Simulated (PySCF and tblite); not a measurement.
Results of a calculation; reference values are marked as such.
System: C2H3F3O2Si, numbered as in [O:1]=[C:2]([O:3][SiH3:4])[C:5]([F:6])([F:7])[F:8].

Level: PBE0/pcSseg-1 + D3(BJ) on GFN2-xTB stationary points, with GFN2-xTB thermal terms. Rates follow Eyring's equation with the number of equivalent paths and no tunnelling. Programs: tblite and PySCF.

Q: How high is the barrier to the rotation about the C2–O3 bond (torsion O1–C2–O3–Si4 from 0° to 172°, rising), through which structure does it pass, and what rate follows at 298 K?

A: The electronic barrier is 6.9 kcal/mol and ΔG‡(298 K) 7.3 kcal/mol, over a C1 saddle with an imaginary mode of 64i cm⁻¹ (GFN2-xTB). With 2 equivalent paths, k is 5.6×10⁷ s⁻¹, a mean lifetime of the start of 18 ns against this motion. The end lies 5.9 kcal/mol above the start in free energy.
